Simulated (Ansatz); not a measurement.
Single points on Hg5Te5H18.

```yaml
crystal:
  periodic: [false, false, false]
  atoms:
    - {symbol: Hg, position_ang: [-2.875592, -0.263223, 3.714762]}
    - {symbol: Hg, position_ang: [-3.777381, 4.435588, -2.339230]}
    - {symbol: Hg, position_ang: [-0.844849, -3.455713, 3.023214]}
    - {symbol: Hg, position_ang: [4.507297, -3.736834, -2.267302]}
    - {symbol: Hg, position_ang: [1.480780, 1.503164, 0.509471]}
    - {symbol: Te, position_ang: [-0.401813, -0.418905, 1.057612]}
    - {symbol: Te, position_ang: [-0.478387, 2.884600, -1.950657]}
    - {symbol: Te, position_ang: [-3.024878, 2.184317, 0.750650]}
    - {symbol: Te, position_ang: [2.902105, -0.460229, -1.940928]}
    - {symbol: Te, position_ang: [2.275911, -2.964357, 0.826890]}
    - {symbol: H, position_ang: [-3.682030, -1.547999, 3.009816]}
    - {symbol: H, position_ang: [-2.082589, 1.007114, 4.455523]}
    - {symbol: H, position_ang: [-4.459159, 2.976209, -2.779485]}
    - {symbol: H, position_ang: [-3.141392, 5.913667, -1.902447]}
    - {symbol: H, position_ang: [-1.315952, -4.536230, 1.844178]}
    - {symbol: H, position_ang: [-0.391270, -2.395290, 4.237862]}
    - {symbol: H, position_ang: [3.054424, -4.453284, -2.672992]}
    - {symbol: H, position_ang: [5.980431, -3.066911, -1.865168]}
    - {symbol: H, position_ang: [2.645535, 2.684637, 0.563778]}
    - {symbol: H, position_ang: [-0.744483, -0.671536, -0.569694]}
    - {symbol: H, position_ang: [-1.088552, 1.377501, -2.365636]}
    - {symbol: H, position_ang: [0.639802, 2.759151, -3.223500]}
    - {symbol: H, position_ang: [-4.027206, 3.555352, 0.830327]}
    - {symbol: H, position_ang: [-1.957451, 2.926564, 1.812072]}
    - {symbol: H, position_ang: [1.399939, -1.101543, -2.325890]}
    - {symbol: H, position_ang: [2.749378, 0.624812, -3.239265]}
    - {symbol: H, position_ang: [3.679663, -3.918267, 0.945174]}
    - {symbol: H, position_ang: [2.977709, -1.842335, 1.860836]}
basis:
  gaussian: {orbitals: def2-TZVP, fitting: {mean_field: def2-universal-jkfit}}
magnetization: {spin_polarized: true, initial_magnetization: 2}
hamiltonian: {xc: pbe0, dispersion: d4}
scf: {omitted_lower_state_checks: [starts]}
output: {orbitals: {seedname: orbitals}}
```

The file start.molden holds the orbitals of an earlier run on this structure, at another level or in another basis.

```sh
$ ansatz run in.yaml --threads 2 --pin off --events-out ev --progress --plain --max-ram 32768MiB --backend cuda --devices 0, --max-vram 18GiB
```

It prints (some lines left out):

```
Functional definition: PBE0
2649 factors; integrals over basis functions are off by at most 6.5e-1 eV
mean field evaluation 1: about -57632.9671 eV, gradient 2.9e1 eV
mean field evaluation 2: about -57632.3223 eV, gradient 3.5e1 eV
mean field evaluation 4: about -57636.7821 eV, gradient 3.2e0 eV
mean field evaluation 8: about -57636.8975 eV, gradient 4.0e-1 eV
mean field evaluation 16: about -57636.9147 eV, gradient 1.8e-2 eV
mean field evaluation 32: about -57636.9148 eV, gradient 4.8e-5 eV
mean field -57636.91478666 eV, -2118.1175507059 hartree, gradient 1.1e-5 eV, S^2 2.007533; 0 other end points of the search recorded, 0 dependent functions left out
reference -57636.91488936 eV, -2118.1175544798 hartree; 120, 118 occupied and 453, 455 virtual orbitals, 2649 factors
Total energy: -57638.22119745 eV, -2118.1655604169 hartree
Checks for a lower state left out: starts
```

Hardware: 2 threads of AMD EPYC 7R13 on a shared host and a share (18 GiB) of an NVIDIA H100 80GB HBM3. Wall time 12 s, peak host memory 1.3 GiB.

As the first input, with `gaussian: {orbitals: def2-TZVP, fitting: {mean_field: def2-universal-jkfit}, initial_orbitals: start.molden}`, `hamiltonian: {xc: pbe, dispersion: d4}` (abridged; 8 s):

```
Functional definition: PBE
mean field evaluation 16: about -57639.8719 eV, gradient 2.9e-6 eV
mean field -57639.87193065 eV, -2118.2262237431 hartree, gradient 2.9e-6 eV, S^2 2.002769
Total energy: -57641.31178577 eV, -2118.2791374427 hartree
Checks for a lower state left out: starts
```

Geometry: PBE-D4/def2-SVP, that of the neutral singlet.

In the def2 sets Hg, Te take a core potential; there is no spin–orbit coupling. Single mean-field runs in def2-TZVP are fitted with def2-universal-jkfit. In the triplet geometry the species has come apart into loosely held pieces. At PBE0-D4/def2-TZVP a singlet of charge 0 lies 3.58 eV below the triplet at the same geometry.
